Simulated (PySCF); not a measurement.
Molecule: C$_{3}$H$_{2}$F$_{3}$, charge 0, multiplicity 2. It need not be the lowest isomer of its formula. SMILES: [H]/[C]=C\C(F)(F)F
Structure (B3LYP-D3(BJ)/def2-TZVP (Ansatz) minimum search):
```
C
C 1 1.3007
H 2 1.0768 1 138.84
H 1 1.0907 2 122.40 3 0.00
C 1 1.5021 4 113.72 2 180.00
F 5 1.3391 1 113.16 4 -180.00
F 5 1.3508 6 107.65 1 -122.66
F 5 1.3508 6 107.65 7 -114.68
```
Charge 0, spin multiplicity 2.

Dispersion corrections to the total energy (kcal/mol) from the dftd3 and dftd4 libraries through PySCF: D3(BJ) without and D4 with the three-body term, each with the damping fitted for the functional named.

| functional | D3(BJ) | D4 |
|---|---|---|
| BLYP | -6.25 | -7.18 |
| r2SCAN | -0.78 | -0.77 |
| B2GP-PLYP | … | -1.28 |
| PBE0 | -2.48 | -2.60 |
| HF | … | -12.52 |
| BHLYP | -3.85 | -3.40 |
| PBE | -2.96 | … |

Fill in the missing entries.


- B2GP-PLYP, D3(BJ): -1.64
- HF, D3(BJ): -25.53
- PBE, D4: -3.14
